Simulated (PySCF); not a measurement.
What does the PBE0-D3(BJ)/def2-SVP structure of `Pc1ccccc1` look like in three dimensions?

Z-matrix in Å and degrees, rows numbered from 1:
```
P 
C   1  1.8394
C   2  1.4006  1  120.62
C   3  1.3937  2  120.65  1   175.09
C   4  1.3938  3  120.28  2    -0.38
C   5  1.3942  4  119.49  3    -0.03
C   6  1.3932  5  120.29  4     0.03
H   1  1.4279  2   97.27  3   140.00
H   1  1.4278  2   97.25  3    45.43
H   3  1.0938  2  120.00  1    -5.31
H   4  1.0929  3  119.61  2   179.49
H   5  1.0924  4  120.27  3   179.88
H   6  1.0928  5  120.07  4   179.89
H   7  1.0938  2  119.97  1     5.27
```

The 6-membered ring C2–C3–C4–C5–C6–C7 has internal angles of 118.6° to 120.7°; it is planar, 0.00 Å rms from its mean plane, widest ring torsion 1°. P1 (phosphine phosphorus) is pyramidal (angles 97.3°, 97.3° and 93.6°, sum 288.1°, 0.79 Å off the plane of its three neighbours).

Method: PySCF, PBE0-D3(BJ)/def2-SVP geometry optimisation, gas phase.

Point group: Cs (tolerance 0.08 Å). No PBE0-D3(BJ)/def2-SVP frequencies stand behind this structure, so it isn't proved a minimum. One conformer, not necessarily the lowest (H–P1–C2–C3 140° and 45°).
